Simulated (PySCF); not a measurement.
Electron correlation in P⁺ (phosphorus, charge +1)

[Ne] 3s2 3p2, high-spin 3P determinant. Calculation: PySCF 2.14, in aug-cc-pVTZ-DK (6s5p3d2f, 50 functions); the spin-free X2C one-electron Hamiltonian (Gaussian nucleus). Frozen: [Ne]; 4 electrons correlated.

MP2 pair energies summed by pair of shells (mhartree):

```csv
pair,energy,share (%)
3s-3p,-39.08,62.2
3s-3s,-17.18,27.4
3p-3p,-6.53,10.4
```

Total MP2 correlation energy: -62.78 mhartree.

Same-spin part -10.61 and opposite-spin part -52.17 mhartree; SCS-MP2 scales them by 1/3 and 6/5 to -66.14 mhartree.
